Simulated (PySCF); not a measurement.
**Ionisation energy of Ir by level of theory**

Ir [Xe] 4f14 5d7 6s2 [5d3/2^4 5d5/2^3, M_J = 9/2] → Ir⁺ [Xe] 4f14 5d7 6s1 [5d3/2^4 5d5/2^3 6s1/2^1, M_J = 5], as a difference of total energies. Computed with PySCF 2.14 in x2c-TZVPPall-2c (11s11p10d3f1g, 124 functions), with the two-component X2C-1e Hamiltonian. Correlated levels: [Kr] 4d10 4f14 frozen; the 34 highest virtual spinors dropped. "Screened" scales the spin-orbit matrix elements by Boettger's factors to mimic the two-electron term; Breit and QED terms are absent.

| method | ionisation energy (eV) | error (eV) |
| --- | --- | --- |
| GHF (spin-free) | 7.072 | -1.895 |
| GMP2 (spin-free) | 8.814 | -0.153 |
| GHF (screened spin-orbit) | 7.071 | -1.896 |
| GMP2 (screened spin-orbit) | 8.836 | -0.131 |

Reference: 8.967 eV (measured; NIST Atomic Spectra Database, ionization energies).

The spin-free rows relax to the high-spin LS determinant and lack the spin-orbit shift.

Errors of the correlated levels include the incompleteness of this basis and the frozen core.

The labels give the starting determinants; with spin-orbit coupling the two ends relaxed to ⟨J²⟩ = 24.78, ⟨L²⟩ = 13.03, ⟨S²⟩ = 3.60 and ⟨J²⟩ = 30.01, ⟨L²⟩ = 12.79, ⟨S²⟩ = 5.85.
